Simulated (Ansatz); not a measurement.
Wavefunction ladder for BrClFGe (`[F][Ge]([Cl])[Br]`) radical

```tsv
atom	x (Å)	y (Å)	z (Å)
F1	0.639	1.570	-0.136
Ge2	0.429	-0.138	-0.331
Cl3	0.627	-0.973	1.635
Br4	-1.695	-0.460	-1.167
```

Charge 0, multiplicity 2. Correlated methods include outer-core shells of Br, Ge, which these sets cover unevenly. Scalar relativity is left out up to krypton. All single points use the PBE0-D4/def2-TZVP geometry. Frozen core, unrestricted reference, Ansatz 0.2.0.

| basis | HF (Eh) | MP2 corr. |
| --- | --- | --- |
| def2-SVP | -5206.01418 | -0.74937 |
| def2-TZVPP | -5206.88795 | -0.93123 |
| def2-QZVPP | -5206.99703 | -1.55480 |

Task: Estimate the CCSD correlation energy and the (T) correction in each basis where they were run (hartree).

Result: 
```tsv
basis	CCSD corr.	(T)
def2-SVP	-0.75688	-0.01786
def2-TZVPP	-0.94633	-0.03552
```
